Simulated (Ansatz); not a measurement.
Frontier orbitals of C₃H₄F₂Ge, SMILES `FC1=C[C]1(F)[GeH3]`.

Charge 0, multiplicity 1. Correlated methods include outer-core shells of Ge, which these sets cover unevenly. Scalar relativity is left out up to krypton. Geometry: relaxed with PBE0-D4/def2-TZVP. Basis def2-TZVPP, Ansatz.

Orbital energies of one run (eV). Highest occupied ones, from the top: -10.11, -11.14, -11.59, -12.18, -12.23, -14.25, -15.13, -15.30, -16.89, -17.12, -17.88, -18.88, -20.24, -20.60. Empty: 1.91, 2.41, 2.98, 3.27, 3.34, 3.79.

Problem. Which functional gave them?
A. PBE
B. BLYP
C. ωB97M-V
D. r2SCAN0

Solution. C. HOMO energies: ωB97M-V -10.11, PBE -6.75, r2SCAN0 -8.11, BLYP -6.62 eV.
